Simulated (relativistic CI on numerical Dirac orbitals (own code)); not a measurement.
# Hyperfine structure of Xe³²⁺, mass number 131

Computed by Dirac-Coulomb-Breit CI, KLI orbitals optimised for each configuration, model QED, unscaled Slater integrals (own radial code, finite nucleus).

Configuration list (outside the closed core [Ne]): 3s2 3p6 3d4, 3s2 3p5 3d5, 3s 3p6 3d5, 3s2 3p6 3d3 4s, 3s2 3p6 3d3 4p, 3s2 3p6 3d3 4d, 3s2 3p5 3d4 4s, 3s2 3p6 3d3 4f, 3s 3p6 3d4 4s, 3s2 3p6 3d2 4s 4p, 3s2 3p6 3d3 5s, 3p6 3d6, 3p5 3d7, 3p5 3d6 4s, 3s2 3p6 3d2 4s2, 3s2 3p6 3d 4s2 4p, 3s2 3p6 3d 4s2 4d, 3p6 3d5 4s, 3p5 3d5 4s2. Double excitations out of closed p, d and f shells are left out; levels of such configurations are missing from the list, as are those of other unlisted configurations, and high levels can miss mixing partners.

Nuclear spin I = 3/2, μ = 0.69185 μN, Q = -0.114 b (tables of Stone and Pyykkö). The electronic factors are computed for point nuclear moments, without core polarisation or the Bohr-Weisskopf and QED corrections.

| Level | E (cm⁻¹) | A (MHz) | B (MHz) |
| --- | --- | --- | --- |
| 3s2 3p6 3d4 5D_1 | 77492 | 353.8 | -846 |
| 3s2 3p6 3d4 5D_2 | 124604 | 4165 | -944 |
| 3s2 3p6 3d4 5D_3 | 149499 | 6480 | -94.3 |
| 3s2 3p6 3d4 3G_3 | 244984 | 7970 | -452 |
| 3s2 3p6 3d4 3H_5 | 262376 | 8326 | -1890 |
| 3s2 3p6 3d4 3P_1 | 274351 | 7986 | 17.2 |
| 3s2 3p6 3d4 3H_6 | 277735 | 8686 | -2110 |
| 3s2 3p6 3d4 3G_4 | 302095 | 9394 | 934 |

Levels with J = 0, under 50 % of one LS term, or S terms without an open s electron are left out. Small factors come from cancelling terms and can be off by tens of per cent or more.

At this charge energies of transitions that change n are usually good to better than 1 %, and those within a shell (Δn = 0) to a few per cent. Terms inside the open d or f shell come out 10 to 20 % too wide with unscaled integrals.

**Question.** Give the hyperfine levels of 3s2 3p6 3d4 5D_2 relative to its centre of gravity.

**Answer.** With K = F(F + 1) − I(I + 1) − J(J + 1), E = AK/2 + B[¾K(K + 1) − I(I + 1)J(J + 1)]/[2I(2I − 1)J(2J − 1)]: F = 1/2: -19570, F = 3/2: -12500, F = 5/2: -1493, F = 7/2: 12260 MHz.

LS names give the leading component of a level, which can be under half, so a name can repeat, a term be missing and a line seem to break the LS rules.
